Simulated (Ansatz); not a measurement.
Ideal-gas functions of `[OH][Y]([Cl])[Cl]` at 298.15 K and 1 bar, from an Ansatz frequency run at PBE0-D4/def2-TZVP.

Molar mass 176.82 g/mol, point group C2v (symmetry number 2), electronic degeneracy 1, moments of inertia 157.941, 329.598, 487.539 u Å². Harmonic wavenumbers (cm⁻¹, unscaled): 42, 80, 118, 284, 333, 375, 441, 663, 3987.

Use S(trans) = R[1.5 ln M + 2.5 ln T − 1.1517]; rotational temperatures θ = 24.2544 K / I; S(rot) = R[ln(√π/σ · √(T³/θAθBθC)) + 1.5]; for each mode x = 1.438777 ν̃/T, S = R[x/(eˣ − 1) − ln(1 − e⁻ˣ)] and H = RT x/(eˣ − 1); 1 cm⁻¹ = 0.0119627 kJ/mol; R = 8.31446 J/(mol·K).

By hand: the entropy, in J/(mol·K).

Translation 173.4. Rotation: θ = 0.1536, 0.0736, 0.0497 K, giving 113.6. Vibration, mode by mode: 21.60, 16.28, 13.11, 6.32, 5.21, 4.43, 3.45, 1.48, 0.00, in all 71.9. Electronic 0.0. Sum 358.9 J/(mol·K).

By hand: H − E and G − E in kJ/mol, counted from the electronic energy.

Zero-point energy ½ × 6323 × 0.0119627 = 37.8; thermal vibration 10.2; translation, rotation and pV give 4 RT = 9.9. H − E = 57.9 kJ/mol, and G − E = 57.9 − 298.15 × 358.9/1000 = -49.1 kJ/mol.

Vibration gives 20 % of the entropy, 51.0 J/(mol·K) of it from the modes under 150 cm⁻¹: soft modes count most, and the harmonic formula is weakest for them. The sum counts one conformer and one mirror image; others add a mixing term.
